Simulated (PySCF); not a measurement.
Positional isomers: trisilane hydroxy+amino. Isolated molecules, 0 K electronic values unless said otherwise. One relaxed conformer stands for each flexible species; it need not be the lowest. Strings in code marks are SMILES.

All values below come from PBE-D3(BJ)/def2-TZVP // r2SCAN-D4/def2-TZVP run with PySCF 2.14.0. All candidates: neutral, multiplicity 1. Delta-SCF ions had no search for a lower state. Excitations are Tamm–Dancoff values on a coarser integration grid. The basis has no diffuse functions, so Rydberg states are missing or too high.

```yaml
vertical ionisation energy (Delta-SCF): 8.57 eV
LUMO: -1.37 eV
brightest of the four lowest singlets (TDA): 5.65 eV
```

**Question.** Say which member has these values.
A) `N[SiH2][SiH2][SiH2]O`
B) `N[Si](O)([SiH3])[SiH3]`
C) `N[Si@@H](O)[SiH2][SiH3]`

**Answer.** A, `N[SiH2][SiH2][SiH2]O`. The others give `N[Si@@H](O)[SiH2][SiH3]`: 8.58 eV, -0.83 eV, 5.69 eV; `N[Si](O)([SiH3])[SiH3]`: 8.79 eV, -1.29 eV, 5.39 eV
